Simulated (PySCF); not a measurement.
Molfile (atoms numbered from 1):
```
CH6B2FN
     RDKit          3D

 11 10  0  0  0  0  0  0  0  0999 V2000
   -1.9278   -0.0318    0.2084 B   0  0  0  0  0  0  0  0  0  0  0  0
   -0.5951   -0.3356    0.4488 N   0  0  0  0  0  0  0  0  0  0  0  0
    0.4994   -0.2764   -0.4915 C   0  0  0  0  0  0  0  0  0  0  0  0
    1.7764    0.4937   -0.0186 B   0  0  0  0  0  0  0  0  0  0  0  0
    1.8425    0.9527    1.2201 F   0  0  0  0  0  0  0  0  0  0  0  0
   -2.2617    0.2989   -0.9082 H   0  0  0  0  0  0  0  0  0  0  0  0
   -2.7165   -0.1050    1.1221 H   0  0  0  0  0  0  0  0  0  0  0  0
   -0.3131   -0.5831    1.3914 H   0  0  0  0  0  0  0  0  0  0  0  0
    0.1512    0.1769   -1.4364 H   0  0  0  0  0  0  0  0  0  0  0  0
    0.8435   -1.2892   -0.7976 H   0  0  0  0  0  0  0  0  0  0  0  0
    2.7399    0.6646   -0.7320 H   0  0  0  0  0  0  0  0  0  0  0  0
  1  2  1  0
  2  3  1  0
  3  4  1  0
  4  5  1  0
  1  6  1  0
  1  7  1  0
  2  8  1  0
  3  9  1  0
  3 10  1  0
  4 11  1  0
M  END
```

Geometry: PBE0-D3(BJ)/def2-SVP; GIAO shifts from PySCF 2.14, gas phase, non-relativistic, averaged over equivalent atoms.

At B3LYP/pcSseg-2 (264 basis functions, 26 s wall time on 1 thread of an Arm Neoverse V1, shared host):
| atoms | δ (ppm) |
| --- | --- |
| B4 | 56.5 |
| B1 | 39.0 |
| N2 | 133.0 |
| C3 | 51.3 |
| F5 | -17.1 |
| H11 | 5.39 |
| H8 | 4.75 |
| H6/H7 | 4.58 |
| H9/H10 | 3.41 |

Scale: ¹¹B (96.39 ppm) against BF3·OEt2; ¹⁵N (258.52 ppm) against NH3; ¹³C (179.19 ppm), ¹H (31.39 ppm) vs TMS; CFCl3 for ¹⁹F (169.74 ppm) (reference shieldings calculated alike).

Task: Estimate the result of repeating the calculation with BP86/pcSseg-2.

Result: 
| atoms | δ at BP86/pcSseg-2 | change |
| --- | --- | --- |
| B4 | 55.8 | -0.7 |
| B1 | 36.7 | -2.3 |
| N2 | 138.8 | +5.8 |
| C3 | 53.4 | +2.1 |
| F5 | -20.2 | -3.1 |
| H11 | 5.64 | +0.25 |
| H8 | 5.03 | +0.28 |
| H6/H7 | 4.71 | +0.13 |
| H9/H10 | 3.57 | +0.16 |

δ = σ(ref) − σ, references computed at the same level: ¹¹B (93.34 ppm) against BF3·OEt2; ¹⁵N (259.23 ppm) against NH3; TMS for ¹³C (179.17 ppm), ¹H (31.23 ppm); ¹⁹F (143.94 ppm) against CFCl3.

The largest change is at N2 (nitrogen bonded to C, B, H). Cost: 264 basis functions, 37 s wall time on 1 thread of an Arm Neoverse V1, shared host.

A carbon bonded to boron is broadened by the quadrupolar boron nucleus and is often missing from a measured spectrum. Unscaled 19F shifts against computed CFCl3 carry errors that often reach 10 to 50 ppm. Experimental scales use liquid or dissolved standards, which lie at an offset from isolated NH3 (liquid NH3: subtract about 20 ppm).
